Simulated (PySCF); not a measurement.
## Correlation energy of Pr (praseodymium, neutral)

[Xe] 4f3 5d1 6s1, one real determinant (an excited configuration). Computed with PySCF 2.14 in ANO-RCC-VTZP, with scalar relativity by spin-free X2C-1e. Frozen: [Kr] 4d10; 13 electrons correlated.

MP2 pair energies summed by pair of shells (mhartree):

```tsv
pair	energy	share (%)
5p-5p	-117.57	35.1
4f-5p	-83.91	25.0
5s-5p	-37.48	11.2
5p-5d	-23.41	7.0
4f-5s	-17.85	5.3
4f-4f	-17.62	5.3
5p-6s	-14.06	4.2
4f-5d	-6.65	2.0
5s-5s	-6.39	1.9
5d-6s	-3.26	1.0
4f-6s	-3.17	0.9
5s-5d	-3.02	0.9
5s-6s	-0.73	0.2
```

Total MP2 correlation energy: -335.12 mhartree.

Same-spin part -119.85 and opposite-spin part -215.27 mhartree; SCS-MP2 scales them by 1/3 and 6/5 to -298.28 mhartree.

The reference is one real determinant that mixes LS terms of this configuration.
